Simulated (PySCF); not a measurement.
**Two-dimensional NMR puzzle**

Compound of formula C$_{5}$H$_{3}$F$_{3}$O. Correlations simulated from computed shifts and the bond graph:

HSQC (one-bond C–H):
| δH | δC |
| --- | --- |
| 7.30 | 136.7 |
| 6.20 | 85.0 |
| 5.33 | 83.9 |

COSY cross peaks (H two or three bonds apart, from the bond graph; peaks can be absent where the dihedral angle is near 90°):
| δH | δH |
| --- | --- |
| 6.20 | 5.33 |

HMBC (two and three bonds, from the bond graph):
| δH | δC |
| --- | --- |
| 7.30 | 169.9, 158.9, 85.0 |
| 6.20 | 169.9, 158.9, 136.7, 83.9 |
| 5.33 | 169.9, 158.9, 85.0 |

Carbons without hydrogens: δ 169.9, 158.9.

Computational details: GFN2-xTB structure, σ from GIAO-PBE0/pcSseg-1, in PySCF 2.14.0 with density-fitted response routines (non-relativistic, one conformer, gas phase).

Shifts are taken against calculated references (same method and geometry level): TMS for ¹H (σref 31.72), ¹³C (σref 186.93).

Exchangeable hydrogens are left out of these lists.

**Question.** Assemble the structure.

**Answer.** SMILES FC1=C[C@H](F)C(F)=CO1.

Mapped SMILES: `[F:1][C:2]1=[CH:3][C@H:4]([F:5])[C:6]([F:7])=[CH:8][O:9]1` (H(Xn): hydrogen on atom n).

δC 169.9 is C2, an alkene carbon bearing oxygen. δC 158.9 is C6, a β carbon of an enol-ether or enamine type C=C. δC 136.7 is C8, an alkene carbon bearing oxygen (δH 7.30). δC 85.0 is C4, an allylic sp3 CH bonded to F (δH 6.20). δC 83.9 is C3, a β carbon of an enol-ether or enamine type C=C (δH 5.33). HMBC from δH 7.30 reaches the proton-free carbons C2, C6. HMBC from δH 6.20 reaches the proton-free carbons C2, C6. HMBC from δH 5.33 reaches the proton-free carbons C2, C6. COSY links 6.20–5.33.

This is the structure that produced the data.

Shifts are as computed. Against solution values, carbons near 30 ppm lie about +3 ppm off and those near 130 ppm about +5 ppm. Of 1211 compounds with measured shifts, 218 miss one by over three times the rms of a fit or turn the order of signals round; such compounds aren't used in these exercises.
